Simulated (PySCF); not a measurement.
A structure optimised at PBE0-D3(BJ)/def2-SVP, used in a PySCF frequency run:

```xyz
5

Cl     0.3498     2.3309     0.0000
C      0.7647     0.7293     0.0000
C      0.1133    -0.4206     0.0000
Cl    -1.6134    -0.5187     0.0000
Cl     0.9537    -1.9211     0.0000
```
Charge 0, spin multiplicity 2.

Problem. Write its SMILES, formula and point group.

Solution. Cl[C]=C(Cl)Cl, C2Cl3, Cs

Problem. What are its rotational constants (standard atomic weights)?

Solution. 3.7150, 1.4799, 1.0583 GHz
